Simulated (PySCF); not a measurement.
**Correlation energy of Ga(20+) (gallium, charge +20)**

[Ne] 3s1, 2S determinant. Computed with PySCF 2.14 in an uncontracted even-tempered set (18 s from 1.9 bohr⁻², ratio 2.5; 11 p from 2.4 bohr⁻², ratio 2.5; 5 d from 9.5 bohr⁻², ratio 2.7; 4 f from 14 bohr⁻², ratio 2.7), with the spin-free X2C one-electron Hamiltonian (Gaussian nucleus). Frozen: 1s2; 9 electrons correlated; the 19 highest virtual orbitals of each spin left out.

```csv
level,correlation energy (mhartree)
CCSD,-319.27
(T),-0.31
CCSD(T),-319.58
```

Diagnostics: T1 = 0.00025, D1 = 0.0010, largest double amplitude 0.004.

Cost of the coupled-cluster step: of the order of 19 core-seconds, for 9 correlated electrons.

At this charge the one-electron X2C treatment keeps the bare 1/r₁₂, with no two-electron picture change or Breit term. The effect here is smaller than on the frozen 1s shell; and a scalar Hamiltonian misses the large spin-orbit splitting of the p shells, which matters for ns² → np² pairs.
